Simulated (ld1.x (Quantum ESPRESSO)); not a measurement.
## What one change does to a pseudopotential (Os, TM)

| Quantity | Value |
| --- | --- |
| Element | Os |
| Generator | ld1.x (Quantum ESPRESSO) 7.5 |
| Type | norm-conserving Troullier–Martins (Kleinman–Bylander form) |
| Functional | PBE |
| Relativity | scalar-relativistic |
| Frozen core | [Xe] 4f14 |
| Valence charge | 8 |
| Reference configuration | 5d6 6s1.75 6p0.25 |
| Partial waves | 6p (bound): rc 3.70 bohr; 5d (bound): rc 1.40 bohr; 6s (bound): rc 2.25 bohr |
| Local potential | the s channel |
| Core correction | none |

All-electron outer shells of the reference configuration (PBE, scalar-relativistic, ld1.x):

| shell | level (eV) | outermost node (bohr) | outermost maximum (bohr) |
| --- | --- | --- | --- |
| 4f | -52.46 | – | 0.40 |
| 5p | -51.32 | 0.55 | 1.03 |
| 5d | -6.70 | 0.60 | 1.36 |
| 6s | -6.48 | 1.20 | 2.48 |
| 6p | -1.52 | 1.44 | 3.51 |

Change: core correction a·sin(br)/r model core inside 1.34 bohr.

Cutoffs: the cutoffs (Ry, on a coarse ladder) from which the occupation-weighted sum of valence levels, in a spherical-Bessel basis at the reference potential, stays within 10 and 1 mRy of its value at 400 Ry; they do not see the model core or the augmentation charge, which bear on the density cutoff. Errors are all-electron minus pseudo energies relative to the spin-unpolarised reference configuration.

**Question.** What does the change do?

**Answer.** The potential gets neither clearly harder nor softer (35 Ry and 70 Ry → 35 Ry and 70 Ry); of the 7 tests that both files solve, the error grows in 6 and shrinks in 0 by more than 15 % and 0.3 meV (median size 19.6 → 53.4 meV); neither file shows a bound ghost. A model core, the more so a compact one, raises the density cutoff, which this test does not measure.

```csv
quantity,base,changed
"cutoff, loose",35 Ry,35 Ry
"cutoff, tight",70 Ry,70 Ry
bound ghosts,none,none
"error for 5d6 6s2 6p0, meV [ΔE -1.23 eV]",+0.6,+0.3
"error for 5d6 6s1 6p0, meV [ΔE 8.35 eV]",-0.1,-11
"error for 5d6 6s0 6p0, meV [ΔE 25.26 eV]",+31,-53
"error for 5d6 6s1.5 6p0, meV [ΔE 2.69 eV]",-1.1,-2.5
"error for 5d5 6s2 6p1, meV [ΔE 4.88 eV]",-57,-90
"error for 5d5 6s2 6p0, meV [ΔE 9.85 eV]",-40,-66
"error for 5d5 6s0 6p0, meV [ΔE 54.11 eV]",+20,-165
s: phases at 4.01 bohr within 0.05 rad from the reference energy up to (Ry; the scan ends near 5),0.9,0.9
p: phases at 4.01 bohr within 0.05 rad from the reference energy up to (Ry; the scan ends near 5),1.4,1.4
d: phases at 4.01 bohr within 0.05 rad from the reference energy up to (Ry; the scan ends near 5),0.5,0.5
```
